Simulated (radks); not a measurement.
Results of a calculation; reference values are marked as such.
Valence configurations of W2+ (all share [Xe]). Level of theory: scalar-relativistic Kohn-Sham, LDA (Slater exchange, Perdew-Wang correlation), spin-unpolarised, spherical densities, finite nucleus; Fermi nuclear charge, rms radius 5.3658 fm (a radial shooting solver on a logarithmic mesh with Libxc functionals). Energies are relative to 4f14 5d4; eigenvalues in eV.

valence           E (eV)    e(4f)    e(5d)    e(6p)    e(6s)
4f14 5d4           0.000  -49.695  -20.197        -        -
4f14 5d3 6s1       0.986  -52.791  -22.260        -  -20.836
4f14 5d3 6p1       7.782  -54.259  -23.476  -14.857        -
4f14 5d2 6p2      17.336  -58.994  -26.801  -16.284        -
4f13.5 5d4 6p0.5  19.743  -56.633  -22.639  -14.237        -
4f13 5d4 6s1      35.486  -62.350  -23.915        -  -21.388
4f13 5d3 6s2      38.549  -65.812  -26.209        -  -22.594
4f12 5d6          75.021  -68.937  -23.198        -        -
4f12 5d5.5 6p0.5  79.972  -71.371  -24.998  -14.652        -
4f12 5d4 6p2      97.779  -78.866  -30.405  -16.935        -

NIST lists [Xe] 4f14 5d4 as the ground configuration; this level of theory agrees among the configurations tried. The energies are those of spherical spin-averaged densities, not of single terms.
